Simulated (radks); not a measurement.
Values are calculated unless marked as measured or tabulated.
Problem. These are the eigenvalues of the occupied orbitals of an atom or ion with whole-number occupations (hartree). Code: a radial shooting solver on a logarithmic mesh with Libxc functionals. Model: Dirac Kohn-Sham, LDA (Slater exchange, Perdew-Wang correlation), spin-unpolarised, spherical densities, point nucleus.

1s1/2: -88.08676
2s1/2: -7.74553
2p1/2: -5.78161
2p3/2: -5.73530
3s1/2: -0.63503
3p1/2: -0.26327
3p3/2: -0.26011

Which element is it, and in what charge state? The configuration may be excited. Open shells, if any, are shared by 2j + 1.

Solution. Z = 16, sulfur, charge 0: S in [Ne] 3s2 3p4. The list shows which subshells hold electrons but not how many an open one holds; the 1s level, -88.087 hartree, gives Z - s = 13.3 by -(Z - s)^2/2, which with screening and relativity narrows Z to a few neighbours, and the depths of the outer levels then fix element, charge and occupations together.
